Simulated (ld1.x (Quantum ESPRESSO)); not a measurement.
# Reading a pseudo-wave (Pt)

Columns: radius, all-electron u(r) and pseudo u(r) of the 6p shell (level -0.96 eV) of platinum in the configuration [Xe] 4f14 5d9 6s1 6p0; LDA (PZ), scalar-relativistic, PAW scheme, ld1.x (Quantum ESPRESSO) 7.5.

```
r (bohr)  all-electron  pseudo
   0.135       -0.0754  0.0008
   0.270        0.0730  0.0035
   0.405        0.0907  0.0081
   0.540       -0.0238  0.0150
   0.675       -0.1291  0.0247
   0.810       -0.1777  0.0376
   0.945       -0.1733  0.0540
   1.080       -0.1329  0.0741
   1.215       -0.0730  0.0980
   1.350       -0.0051  0.1256
   1.485        0.0634  0.1564
   1.620        0.1284  0.1899
   1.755        0.1879  0.2251
   1.890        0.2409  0.2611
   2.025        0.2875  0.2967
   2.160        0.3276  0.3309
   2.295        0.3619  0.3626
   2.430        0.3907  0.3908
   2.565        0.4147  0.4147
   2.700        0.4343  0.4343
   2.835        0.4500  0.4500
   2.970        0.4621  0.4621
   3.105        0.4712  0.4712
   3.240        0.4775  0.4775
   3.375        0.4813  0.4813
   3.510        0.4831  0.4831
```

(1) How many radial nodes do the two functions have?

(2) At about which radius was the pseudo-wave matched?

(3) Is the pseudo-wave norm-conserving?

Results:

(1) The all-electron 6p function has n − l − 1 = 4 (the table is too coarse to show those close to the nucleus); the pseudo-wave has 0, since the states of the same l below it are removed with the core.

(2) 2.50 bohr, where the columns begin to agree (steps of 0.14 bohr).

(3) No, it belongs to a PAW set: the norm inside the radius is not constrained, and the difference is carried by the augmentation charge.
